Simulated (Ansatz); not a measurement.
Other settings, tried on the cluster Mg2Se⁺ (the lowest doublet isomer of a short search).

```yaml
crystal:
  periodic: [false, false, false]
  atoms:
    - {symbol: Mg, position_ang: [-0.246743, -1.891086, 0.883286]}
    - {symbol: Mg, position_ang: [-0.499246, 1.940570, -0.634210]}
    - {symbol: Se, position_ang: [0.745990, -0.049484, -0.249076]}
basis:
  gaussian: {orbitals: x2c-TZVPPall, final_grid: {core_spheres: 5, valence_spheres: 4, degree: 11}, point_charges: [{charge: 0.50, position_ang: [3.492, -0.587, 0.584]}]}
total_charge: 1
magnetization: {spin_polarized: true, initial_magnetization: 1}
hamiltonian: {xc: {name: revPBE}, dispersion: d3bj}
scf: {lower_state_search: light}
output: {forces: true}
```

```sh
$ ansatz run in.yaml --threads 4 --pin off --events-out ev --progress --plain --max-ram 3916MiB
```

Output, abridged:

```
Functional definition: revPBE
955 factors; their error is unknown
mean field evaluation 1: about -77002.5142 eV, gradient 3.8e1 eV
mean field evaluation 2: about -76919.7476 eV, gradient 9.2e1 eV
mean field evaluation 4: about -77009.7035 eV, gradient 1.7e1 eV
mean field evaluation 8: about -77013.3846 eV, gradient 2.8e-1 eV
mean field evaluation 16: about -77013.3696 eV, gradient 5.2e-4 eV
mean field evaluation 32: about -77012.8623 eV, gradient 3.7e-2 eV
mean field -77013.36957084 eV, -2830.1891301916 hartree, gradient 1.8e-5 eV, S^2 0.754755; 4 other end points of the search recorded, 0 dependent functions left out
reference -77013.36961852 eV, -2830.1891319437 hartree; 29, 28 occupied and 83, 84 virtual orbitals, 955 factors
Total energy: -77013.64240697 eV, -2830.1991567343 hartree
Relativity: scalar
Atom 0 at    -0.246743    -1.891086     0.883286 Å, force    -0.190449    -0.347606     0.153775 eV/Å
Atom 1 at    -0.499246     1.940570    -0.634210 Å, force    -0.125255     0.406811    -0.108923 eV/Å
Atom 2 at     0.745990    -0.049484    -0.249076 Å, force     0.371696    -0.165928     0.026904 eV/Å
Dipole moment:    -1.584810     0.197261     0.308270 e Å
```

It took 2.6 s on 4 threads of Arm Neoverse V1 on a shared host.

DK, ANO-RCC and x2c sets are all-electron and run with scalar relativity unless a key says otherwise.

The dipole of an ion depends on the origin.
